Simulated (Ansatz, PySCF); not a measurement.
Pulling on the Se1–H2 bond in H2OSe (SMILES O[SeH]) (multiplicity 1 held, fragments rigid). Energies count from the point at 1.482 Å.
Geometry at that point (charge 0, multiplicity 1):
```xyz
4

Se    -0.24233    -0.06338     0.28132
H     -1.32816    -0.38741    -0.67321
O      1.06518     0.17874    -0.96080
H      1.04608     1.11225    -1.20510
```

R- and RO- levels are restricted; in cc, def2 and unpolarised 6-31G sets they are followed outwards from rest. U- levels take the lowest unrestricted solution at each point, which mixes spins at long bonds. Active spaces are followed from a long bond inwards. Levels need not reach the same state.

Cores are frozen in the correlated methods. Filled d and f shells under p-block atoms count as core. Rows in 3-21G, LANL2DZ carry no dispersion term and start afresh at each structure; the Pople sets are all-electron and without relativity. LANL2DZ brings its own core potentials from Na on.

Codes used: Ansatz (a program for electronic structure) with Gaussian orbitals; PySCF for 3-21G rows, LANL2DZ rows. Each number belongs to the level named beside it.

Energies in kJ/mol.

```csv
R (Å),R-HF/3-21G,U-HF/cc-pVTZ,U-B3LYP/LANL2DZ,U-MP2/cc-pVTZ,R-CCSD(T)/cc-pVTZ,"FIC-MRCISD+Q on CASSCF(4,3)/cc-pVTZ"
1.185,135,136,161,140,144,143
1.333,24,21,[?],24,26,26
1.482,0,0,0,0,0,0
1.630,18,25,9,21,18,18
1.778,55,73,39,63,56,56
2.000,129,151,100,168,123,123
2.222,209,191,163,241,184,183
2.593,336,215,232,285,255,254
2.963,444,222,259,298,287,290
3.408,544,225,[?],302,292,306
4.000,635,225,274,304,281,311
4.741,698,225,275,304,268,313
```

Some entries are withheld; supply them.


- 1.333, U-B3LYP/LANL2DZ: 36
- 3.408, U-B3LYP/LANL2DZ: 270

Doubts at one or more of the structures used: a restricted determinant that unrestricted orbitals would lower (R-HF/3-21G, R-CCSD(T)/cc-pVTZ); a spin-contaminated determinant (U-HF/cc-pVTZ, U-B3LYP/LANL2DZ, U-MP2/cc-pVTZ); other coupled-cluster roots lie near (R-CCSD(T)/cc-pVTZ); active orbitals that take no part (FIC-MRCISD+Q on CASSCF(4,3)/cc-pVTZ).
